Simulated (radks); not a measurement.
Polarisability of the strontium ion Sr3+, [Ar] 3d10 4s2 4p5, at imaginary frequency. Method: scalar-relativistic Kohn-Sham, LDA (Slater exchange, Perdew-Wang correlation), spin-unpolarised, spherical densities, finite nucleus; Fermi nuclear charge, rms radius 4.224 fm; computed with a radial shooting solver on a logarithmic mesh with Libxc functionals. Response by self-consistent Sternheimer equations with the Hartree and adiabatic LDA kernel, the relativistic mass of each level held fixed and spin-orbit coupling left out.

| w (hartree) | alpha1(iw) (bohr^3) |
|---|---|
| 0.00266 | 4.506 |
| 0.0143 | 4.505 |
| 0.0360 | 4.502 |
| 0.0697 | 4.490 |
| 0.118 | 4.460 |
| 0.186 | 4.394 |
| 0.280 | 4.260 |
| 0.413 | 4.006 |
| 0.605 | 3.562 |
| 0.892 | 2.879 |
| 1.35 | 2.012 |
| 2.12 | 1.166 |
| 3.59 | 0.5554 |
| 6.94 | 0.2170 |
| 17.5 | 0.05650 |

Static values: alpha1 = 4.506 bohr^3 (0.6677 angstrom^3; uncoupled 7.149). C6 = 18.73, triple-dipole C9 = 61.58 atomic units. One-pole (London) frequency 4 C6 / (3 alpha1^2) = 1.230 hartree, against 1.850 for minus the highest occupied eigenvalue.
